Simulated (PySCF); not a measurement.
MoOBr3 (doublet state).
Bonds: Mo1–O2, Mo1–Br3, Mo1–Br4, Mo1–Br5.

Computed, not measured: PySCF, PBE0-D3(BJ)/def2-SVP geometry optimisation, gas phase, def2 core potentials past Kr.

Task: Give the optimised bond lengths and angles.

Result: 
| bond | length (Å) |
| --- | --- |
| Mo1–O2 | 1.644 |
| Mo1–Br3, Mo1–Br4, Mo1–Br5 | 2.396 |

Bonds in one row agree within 0.01 Å and their mean is given. A selection of angles:
| angle | degrees |
| --- | --- |
| O2–Mo1–Br3 | 120.7 |
| O2–Mo1–Br4 | 109.7 |
| O2–Mo1–Br5 | 105.9 |
| Br3–Mo1–Br4 | 110.6 |
| Br3–Mo1–Br5 | 107.8 |
| Br4–Mo1–Br5 | 100.2 |

Mo1 (molybdenum bonded to 3 Br and O) is distorted tetrahedral (angles from 100.2° to 120.7°).

Point group: near C3v, missed by 0.24 Å at most; the miss may be what the optimiser left on a soft mode (Cs holds within 0.08 Å). Not checked by PBE0-D3(BJ)/def2-SVP frequencies. ⟨S²⟩ = 0.756 (exact for a doublet: 0.75).

Neither the SCF state along the optimisation nor the shape of the open-shell metal species was proved the lowest: other solutions of the same spin, or a structure of lower symmetry, can lie below.
